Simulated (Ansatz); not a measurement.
Ansatz (a program for electronic structure) input for CH3IOSe, SMILES CO[Se]I, B3LYP-D3(BJ)/def2-SVP. 

Ansatz 0.2 input:
```yaml
crystal:
  periodic: [false, false, false]
  atoms:
    - {symbol: Se, position_ang: [0.53087334, -0.74629071, 0.89810197]}
    - {symbol: I, position_ang: [-0.92586973, 0.88626729, -0.27752507]}
    - {symbol: O, position_ang: [1.91645454, -0.86041611, -0.23868565]}
    - {symbol: C, position_ang: [1.74977598, -1.57550298, -1.43879613]}
    - {symbol: H, position_ang: [1.00424086, -1.10037000, -2.08592886]}
    - {symbol: H, position_ang: [2.72084394, -1.54449783, -1.93388922]}
    - {symbol: H, position_ang: [1.46602470, -2.61706734, -1.26455803]}
basis:
  gaussian:
    orbitals: def2-SVP
hamiltonian:
  xc: b3lyp
  dispersion: d3bj
relax: {f_tol: 0.002, max_steps: 200}
```

Output:

```
WARN ansatz: RAYON_NUM_THREADS=1 ignored (pool sized by the plan → 1); use --threads N
Functional definition: B3LYP
integrals: 0.06 GiB planned
1168 factors; integrals over basis functions are off by at most 2.9e-4 eV
mean field: 0.54 GiB planned
mean field evaluation 1: about -76571.5242 eV, gradient 4.5e1 eV
mean field evaluation 2: about -76537.3040 eV, gradient 1.3e2 eV
mean field evaluation 4: about -76575.8719 eV, gradient 7.2e0 eV
mean field evaluation 8: about -76576.0150 eV, gradient 1.8e-1 eV
mean field evaluation 16: about -76576.0151 eV, gradient 1.3e-5 eV
mean field -76576.01508567 eV, -2814.1166493112 hartree, gradient 1.3e-5 eV, S^2 0.000000; 0 other end points of the search recorded, 0 dependent functions left out
the calculation of the forces begins
reference -76576.01530958 eV, -2814.1166575396 hartree; 38, 38 occupied and 63, 63 virtual orbitals, 1168 factors
relax step   1: F+E_penalty+E_count = -76576.34348948 eV  Δ(F+E_penalty+E_count) = +0.000e0 eV  max|allowed force component| = 7.370e-1 eV/Å  Δτ_max = 0.0000 Å  (29 SCF iters, accepted)
these checks for a lower state are left out or cut short: starts, cluster_reference, orbital_swaps, neighbouring_geometries, increment
integrals: 0.06 GiB planned
1168 factors; integrals over basis functions are off by at most 3.0e-4 eV
mean field: 0.54 GiB planned
mean field -76576.06776042 eV, -2814.1185850725 hartree, gradient 2.5e-5 eV, S^2 0.000000; 0 other end points of the search recorded, 0 dependent functions left out
the calculation of the forces begins
reference -76576.06798828 eV, -2814.1185934460 hartree; 38, 38 occupied and 63, 63 virtual orbitals, 1168 factors
relax step   2: F+E_penalty+E_count = -76576.38609535 eV  Δ(F+E_penalty+E_count) = -4.261e-2 eV  max|allowed force component| = 3.469e-1 eV/Å  Δτ_max = 0.1471 Å  (32 SCF iters, accepted)
these checks for a lower state are left out or cut short: starts, cluster_reference, orbital_swaps, neighbouring_geometries, increment
integrals: 0.06 GiB planned
1168 factors; integrals over basis functions are off by at most 3.0e-4 eV
mean field: 0.54 GiB planned
mean field -76576.08021331 eV, -2814.1190427078 hartree, gradient 1.7e-5 eV, S^2 0.000000; 0 other end points of the search recorded, 0 dependent functions left out
the calculation of the forces begins
reference -76576.08043975 eV, -2814.1190510292 hartree; 38, 38 occupied and 63, 63 virtual orbitals, 1168 factors
relax step   3: F+E_penalty+E_count = -76576.40357720 eV  Δ(F+E_penalty+E_count) = -1.748e-2 eV  max|allowed force component| = 1.981e-1 eV/Å  Δτ_max = 0.0701 Å  (33 SCF iters, accepted)
these checks for a lower state are left out or cut short: starts, cluster_reference, orbital_swaps, neighbouring_geometries, increment
integrals: 0.06 GiB planned
1168 factors; integrals over basis functions are off by at most 3.0e-4 eV
mean field: 0.54 GiB planned
mean field evaluation 32: about -76575.9633 eV, gradient 5.1e0 eV
mean field -76576.07173716 eV, -2814.1187312148 hartree, gradient 8.2e-6 eV, S^2 0.000000; 0 other end points of the search recorded, 0 dependent functions left out
the calculation of the forces begins
reference -76576.07196293 eV, -2814.1187395118 hartree; 38, 38 occupied and 63, 63 virtual orbitals, 1168 factors
relax step   4: F+E_penalty+E_count = -76576.39822929 eV  Δ(F+E_penalty+E_count) = +5.348e-3 eV  max|allowed force component| = 4.021e-1 eV/Å  Δτ_max = 0.0956 Å  (31 SCF iters, rejected (line search))
these checks for a lower state are left out or cut short: starts, cluster_reference, orbital_swaps, neighbouring_geometries, increment
integrals: 0.06 GiB planned
1168 factors; integrals over basis functions are off by at most 3.0e-4 eV
mean field: 0.54 GiB planned
mean field -76576.08299619 eV, -2814.1191449765 hartree, gradient 8.7e-6 eV, S^2 0.000000; 0 other end points of the search recorded, 0 dependent functions left out
the calculation of the forces begins
reference -76576.08322222 eV, -2814.1191532832 hartree; 38, 38 occupied and 63, 63 virtual orbitals, 1168 factors
relax step   5: F+E_penalty+E_count = -76576.40713516 eV  Δ(F+E_penalty+E_count) = -3.558e-3 eV  max|allowed force component| = 2.819e-2 eV/Å  Δτ_max = 0.0191 Å  (33 SCF iters, accepted)
these checks for a lower state are left out or cut short: starts, cluster_reference, orbital_swaps, neighbouring_geometries, increment
integrals: 0.06 GiB planned
1168 factors; integrals over basis functions are off by at most 3.0e-4 eV
mean field: 0.54 GiB planned
mean field -76576.08386720 eV, -2814.1191769856 hartree, gradient 1.0e-5 eV, S^2 0.000000; 0 other end points of the search recorded, 0 dependent functions left out
the calculation of the forces begins
reference -76576.08409345 eV, -2814.1191853001 hartree; 38, 38 occupied and 63, 63 virtual orbitals, 1168 factors
relax step   6: F+E_penalty+E_count = -76576.40742319 eV  Δ(F+E_penalty+E_count) = -2.880e-4 eV  max|allowed force component| = 1.449e-2 eV/Å  Δτ_max = 0.0074 Å  (27 SCF iters, accepted)
these checks for a lower state are left out or cut short: starts, cluster_reference, orbital_swaps, neighbouring_geometries, increment
integrals: 0.06 GiB planned
1168 factors; integrals over basis functions are off by at most 3.0e-4 eV
mean field: 0.54 GiB planned
mean field -76576.08393702 eV, -2814.1191795517 hartree, gradient 8.4e-6 eV, S^2 0.000000; 0 other end points of the search recorded, 0 dependent functions left out
the calculation of the forces begins
reference -76576.08416341 eV, -2814.1191878711 hartree; 38, 38 occupied and 63, 63 virtual orbitals, 1168 factors
relax step   7: F+E_penalty+E_count = -76576.40754682 eV  Δ(F+E_penalty+E_count) = -1.236e-4 eV  max|allowed force component| = 3.303e-2 eV/Å  Δτ_max = 0.0218 Å  (34 SCF iters, accepted)
these checks for a lower state are left out or cut short: starts, cluster_reference, orbital_swaps, neighbouring_geometries, increment
integrals: 0.06 GiB planned
1168 factors; integrals over basis functions are off by at most 3.0e-4 eV
mean field: 0.54 GiB planned
mean field evaluation 64: about -76576.0846 eV, gradient 1.9e-5 eV
mean field -76576.08464391 eV, -2814.1192055293 hartree, gradient 1.9e-5 eV, S^2 0.000000; 0 other end points of the search recorded, 0 dependent functions left out
the calculation of the forces begins
reference -76576.08487043 eV, -2814.1192138537 hartree; 38, 38 occupied and 63, 63 virtual orbitals, 1168 factors
relax step   8: F+E_penalty+E_count = -76576.40768257 eV  Δ(F+E_penalty+E_count) = -1.358e-4 eV  max|allowed force component| = 1.449e-2 eV/Å  Δτ_max = 0.0115 Å  (26 SCF iters, accepted)
these checks for a lower state are left out or cut short: starts, cluster_reference, orbital_swaps, neighbouring_geometries, increment
integrals: 0.06 GiB planned
1168 factors; integrals over basis functions are off by at most 3.0e-4 eV
mean field: 0.54 GiB planned
mean field -76576.08506923 eV, -2814.1192211596 hartree, gradient 1.0e-5 eV, S^2 0.000000; 0 other end points of the search recorded, 0 dependent functions left out
the calculation of the forces begins
reference -76576.08529587 eV, -2814.1192294885 hartree; 38, 38 occupied and 63, 63 virtual orbitals, 1168 factors
relax step   9: F+E_penalty+E_count = -76576.40776486 eV  Δ(F+E_penalty+E_count) = -8.228e-5 eV  max|allowed force component| = 1.387e-2 eV/Å  Δτ_max = 0.0113 Å  (28 SCF iters, accepted)
these checks for a lower state are left out or cut short: starts, cluster_reference, orbital_swaps, neighbouring_geometries, increment
integrals: 0.06 GiB planned
1168 factors; integrals over basis functions are off by at most 3.0e-4 eV
mean field: 0.54 GiB planned
mean field -76576.08511042 eV, -2814.1192226731 hartree, gradient 1.5e-5 eV, S^2 0.000000; 0 other end points of the search recorded, 0 dependent functions left out
the calculation of the forces begins
reference -76576.08533709 eV, -2814.1192310033 hartree; 38, 38 occupied and 63, 63 virtual orbitals, 1168 factors
relax step  10: F+E_penalty+E_count = -76576.40777770 eV  Δ(F+E_penalty+E_count) = -1.284e-5 eV  max|allowed force component| = 4.617e-3 eV/Å  Δτ_max = 0.0023 Å  (25 SCF iters, accepted)
these checks for a lower state are left out or cut short: starts, cluster_reference, orbital_swaps, neighbouring_geometries, increment
integrals: 0.06 GiB planned
1168 factors; integrals over basis functions are off by at most 3.0e-4 eV
mean field: 0.54 GiB planned
mean field -76576.08513622 eV, -2814.1192236212 hartree, gradient 3.3e-5 eV, S^2 0.000000; 0 other end points of the search recorded, 0 dependent functions left out
the calculation of the forces begins
reference -76576.08536291 eV, -2814.1192319520 hartree; 38, 38 occupied and 63, 63 virtual orbitals, 1168 factors
relax step  11: F+E_penalty+E_count = -76576.40777932 eV  Δ(F+E_penalty+E_count) = -1.616e-6 eV  max|allowed force component| = 9.679e-4 eV/Å  Δτ_max = 0.0010 Å  (23 SCF iters, accepted)
integrals: 0.06 GiB planned
1168 factors; integrals over basis functions are off by at most 3.0e-4 eV
mean field: 0.54 GiB planned
mean field evaluation 96: about -76576.0851 eV, gradient 3.3e-4 eV
mean field -76576.08513622 eV, -2814.1192236212 hartree, gradient 3.3e-5 eV, S^2 0.000000; 1 other end points of the search recorded, 0 dependent functions left out
the calculation of the forces begins
reference -76576.08536291 eV, -2814.1192319520 hartree; 38, 38 occupied and 63, 63 virtual orbitals, 1168 factors
Total energy: -76576.40800601 eV, -2814.1310888672 hartree
Atom 0 at     0.562329    -0.772887     0.896560 Å, force     0.000826     0.000138    -0.000631 eV/Å
Atom 1 at    -1.018838     0.907432    -0.261924 Å, force    -0.000123    -0.000005     0.000079 eV/Å
Atom 2 at     1.952167    -0.836567    -0.242030 Å, force    -0.000968    -0.000377     0.000225 eV/Å
Atom 3 at     1.764255    -1.575030    -1.441822 Å, force     0.000525    -0.000230    -0.000223 eV/Å
Atom 4 at     1.042273    -1.070288    -2.108004 Å, force     0.000037     0.000062     0.000169 eV/Å
Atom 5 at     2.746069    -1.607646    -1.937997 Å, force    -0.000263     0.000085     0.000300 eV/Å
Atom 6 at     1.414089    -2.602892    -1.246063 Å, force    -0.000033     0.000327     0.000080 eV/Å
Dipole moment:    -0.000860    -0.287583    -0.156601 e Å
```

The run converged.
